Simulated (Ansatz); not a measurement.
Molecule: sum formula H$_{6}$SiN$_{3}$O (charge 0, doublet). It need not be the lowest isomer of its formula. 
Structure (B3LYP-D3(BJ)/def2-TZVP (Ansatz, a quantum-chemistry and plane-wave program) minimum search):
SMILES: [NH][Si](N)(N)O
```xyz
11

N      1.0542     1.1942     0.7511
Si     0.0084     0.0248    -0.0071
N     -0.7884    -0.9334     1.1651
N      1.0832    -0.8630    -0.9821
O     -1.2540     0.6683    -0.8547
H      0.5540     1.9775     1.1752
H     -1.6781    -0.6613     1.5517
H     -0.2719    -1.5409     1.7792
H      0.8220    -1.6568    -1.5411
H      2.0774    -0.7347    -0.9037
H     -1.0324     1.1378    -1.6622
```
Charge 0, spin multiplicity 2.

Computed values are from Ansatz. Valence correlation only, unless marked. UHF or UKS for open shells. Spin-orbit coupling is left out. No relativistic terms. CBS marks a two-point X^-3 extrapolation of the correlation energy; Hartree-Fock from the larger set.

Task: What is the atomisation energy De at CCSD(T)/CBS(cc-pV(T+d)Z,cc-pV(Q+d)Z)?

Result: 3956.3 kJ/mol.

Task: What is the total energy at CCSD(T)/CBS(cc-pV(T+d)Z,cc-pV(Q+d)Z)?

Result: -532.0399 Eh.

Task: What is the T1 diagnostic at CCSD/cc-pV(Q+d)Z?

Result: 0.014.

Task: What is the dipole moment at CCSD(T)/aug-cc-pV(D+d)Z?

Result: 0.50 D.
